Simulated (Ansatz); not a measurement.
`CCC(C)(CC(C)(CC(C)(C)C(=O)OCc1ccccc1)C(=O)OC(C)(C)C)C(=O)OCC1CO1` with charge -1. Charge -1, multiplicity 2. Geometry PBE-D4/def2-SVP; atoms count from 1.

```xyz
77

C    -1.713    4.009    3.488
C    -1.144    3.270    2.274
C    -1.214    1.722    2.329
C    -0.556    1.156    3.602
C    -0.646    1.078    1.009
C     0.872    0.892    0.760
C     1.714    2.146    1.096
C     1.155    0.662   -0.786
C     0.499   -0.466   -1.642
C     0.765   -1.871   -1.082
C    -1.012   -0.277   -1.892
C     1.236   -0.345   -2.992
O     2.097   -1.127   -3.391
O     0.823    0.747   -3.686
C     1.241    0.834   -5.109
C     0.207    0.274   -6.018
C     0.070   -1.143   -6.176
C    -0.948   -1.674   -6.971
C    -1.868   -0.834   -7.639
C    -1.744    0.573   -7.483
C    -0.734    1.108   -6.683
C     1.374   -0.307    1.573
O     0.671   -1.199    2.071
O     2.756   -0.352    1.552
C     3.485   -1.360    2.302
C     3.211   -2.764    1.742
C     4.950   -0.971    2.076
C     3.127   -1.270    3.794
C    -2.700    1.336    2.310
O    -3.642    2.056    1.988
O    -2.871    0.006    2.631
C    -4.194   -0.513    2.540
C    -4.291   -1.661    3.515
C    -3.889   -3.021    3.122
O    -5.272   -2.662    3.222
H    -1.661    5.107    3.335
H    -1.152    3.783    4.418
H    -2.777    3.746    3.651
H    -0.089    3.570    2.128
H    -1.694    3.595    1.367
H    -0.591    0.053    3.594
H     0.511    1.454    3.660
H    -1.069    1.527    4.513
H    -1.087    0.066    0.940
H    -1.061    1.672    0.168
H     1.335    3.028    0.539
H     1.702    2.381    2.177
H     2.769    1.983    0.806
H     0.934    1.624   -1.297
H     2.253    0.517   -0.860
H     0.403   -2.637   -1.798
H     0.260   -2.020   -0.109
H     1.850   -2.040   -0.946
H    -1.346   -0.953   -2.707
H    -1.246    0.757   -2.208
H    -1.603   -0.517   -0.988
H     1.390    1.920   -5.275
H     2.207    0.296   -5.180
H     0.783   -1.805   -5.661
H    -1.030   -2.769   -7.082
H    -2.671   -1.261   -8.260
H    -2.450    1.248   -7.995
H    -0.652    2.202   -6.564
H     3.837   -3.512    2.271
H     2.144   -3.024    1.867
H     3.460   -2.803    0.663
H     5.144    0.051    2.460
H     5.626   -1.680    2.596
H     5.188   -0.985    0.994
H     2.068   -1.544    3.951
H     3.284   -0.235    4.161
H     3.773   -1.952    4.384
H    -4.930    0.289    2.760
H    -4.399   -0.883    1.510
H    -4.208   -1.379    4.584
H    -3.503   -3.192    2.098
H    -3.516   -3.725    3.891
```

Single mean-field runs in def2-SVP are fitted with def2-universal-jkfit. The highest occupied level of the relaxed charge -1 doublet lies above zero (up to 1.60 eV). By energy differences, losing it releases 0.73 eV (each at its own geometry, to the charge 0 singlet, at PBE0-D4/def2-SVP).

(1) Estimate the Mulliken populations of the heavy atoms from the PBE0/def2-SVP orbitals of Ansatz.

(2) Where does the spin sit?

(3) And the Mayer bond orders between bonded heavy atoms (over 0.3)?

Results:

(1) 
| atom | charge (e) | spin (α − β) |
| --- | --- | --- |
| C1 | -0.07 | 0.00 |
| C2 | 0.00 | 0.00 |
| C3 | -0.40 | 0.00 |
| C4 | 0.04 | 0.00 |
| C5 | 0.12 | 0.00 |
| C6 | -0.36 | -0.01 |
| C7 | 0.03 | 0.00 |
| C8 | 0.06 | 0.03 |
| C9 | -0.41 | 0.00 |
| C10 | 0.05 | 0.00 |
| C11 | 0.03 | 0.00 |
| C12 | 0.30 | 0.06 |
| O13 | -0.30 | 0.03 |
| O14 | -0.37 | 0.01 |
| C15 | 0.25 | 0.03 |
| C16 | -0.15 | 0.19 |
| C17 | -0.06 | 0.10 |
| C18 | -0.03 | -0.06 |
| C19 | -0.08 | 0.25 |
| C20 | -0.05 | 0.01 |
| C21 | -0.03 | 0.01 |
| C22 | 0.30 | 0.24 |
| O23 | -0.34 | 0.06 |
| O24 | -0.38 | 0.01 |
| C25 | -0.12 | 0.00 |
| C26 | -0.01 | 0.00 |
| C27 | -0.01 | 0.00 |
| C28 | -0.02 | 0.00 |
| C29 | 0.31 | 0.02 |
| O30 | -0.28 | 0.00 |
| O31 | -0.35 | 0.00 |
| C32 | 0.25 | 0.00 |
| C33 | -0.04 | 0.00 |
| C34 | 0.13 | 0.00 |
| O35 | -0.36 | 0.00 |
Mulliken values and Mayer orders depend strongly on the basis.

(2) Summed by element: C 0.87, O 0.11, H 0.02, of 1 unpaired in all. Largest on single atoms: C19 0.25, C22 0.24, C16 0.19.

(3) C1–C2 1.08 (1.53 Å); C2–C3 1.02 (1.55 Å); C3–C4 1.03 (1.54 Å); C3–C5 0.98 (1.58 Å); C3–C29 0.90 (1.54 Å); C5–C6 1.03 (1.55 Å); C6–C7 1.03 (1.55 Å); C6–C8 0.96 (1.59 Å); C6–C22 0.93 (1.53 Å); C8–C9 0.99 (1.56 Å); C9–C10 1.06 (1.54 Å); C9–C11 1.03 (1.54 Å); C9–C12 0.89 (1.54 Å); C12–O13 1.95 (1.23 Å); C12–O14 1.16 (1.36 Å); O14–C15 0.83 (1.49 Å); C15–C16 1.13 (1.49 Å); C16–C17 1.26 (1.43 Å); C16–C21 1.31 (1.42 Å); C17–C18 1.46 (1.40 Å); C18–C19 1.32 (1.41 Å); C19–C20 1.28 (1.42 Å); C20–C21 1.48 (1.40 Å); C22–O23 1.77 (1.24 Å); C22–O24 1.05 (1.38 Å); O24–C25 0.89 (1.45 Å); C25–C26 1.04 (1.54 Å); C25–C27 1.05 (1.53 Å); C25–C28 1.04 (1.54 Å); C29–O30 2.00 (1.23 Å); C29–O31 1.10 (1.38 Å); O31–C32 0.91 (1.42 Å); C32–C33 1.03 (1.51 Å); C33–C34 1.07 (1.47 Å); C33–O35 0.95 (1.43 Å); C34–O35 0.96 (1.43 Å).
